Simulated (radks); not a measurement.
Trend from Lu3+ to Hg3+: ionisation energy by Delta-SCF between NIST ground configurations, and size. Method: scalar-relativistic Kohn-Sham, PBEsol, spin-polarised, spherical densities, finite nucleus; open shells are filled with parallel spins first (spin-orbit coupling, left out, can overturn this in heavy ions); Fermi nuclear charge, rms radius of each element as measured or else 0.836 A^(1/3) + 0.57 fm; computed with a radial shooting solver on a logarithmic mesh with Libxc functionals.

species	configuration	configuration of the ion	IE (eV)	NIST (eV)	kind	-e(HOMO) (eV)
Lu3+	[Xe] 4f14	[Xe] 4f13	46.558	45.25	semi-emp.	36.260 (4f)
Hf3+	[Xe] 4f14 5d1	[Xe] 4f14	33.051	33.37	semi-emp.	27.523 (5d)
Ta3+	[Xe] 4f14 5d2	[Xe] 4f14 5d1	35.657	35	theory	29.883 (5d)
W3+	[Xe] 4f14 5d3	[Xe] 4f14 5d2	38.158	38.2	semi-emp.	32.146 (5d)
Re3+	[Xe] 4f14 5d4	[Xe] 4f14 5d3	40.578	39	theory	34.336 (5d)
Os3+	[Xe] 4f14 5d5	[Xe] 4f14 5d4	42.936	41	theory	36.473 (5d)
Ir3+	[Xe] 4f14 5d6	[Xe] 4f14 5d5	41.416	40	theory	35.110 (5d)
Pt3+	[Xe] 4f14 5d7	[Xe] 4f14 5d6	44.124	43	theory	37.551 (5d)
Au3+	[Xe] 4f14 5d8	[Xe] 4f14 5d7	46.708	45	theory	39.885 (5d)
Hg3+	[Xe] 4f14 5d9	[Xe] 4f14 5d8	49.201	48.6	exp.	42.142 (5d)

Reference values: NIST Atomic Spectra Database (exp. = measured, semi-emp. = semi-empirical, theory = theoretical value adopted there). Open shells are spherical and high-spin; term and fine-structure splittings are not resolved. Spin-orbit splitting is averaged out at the scalar-relativistic level.
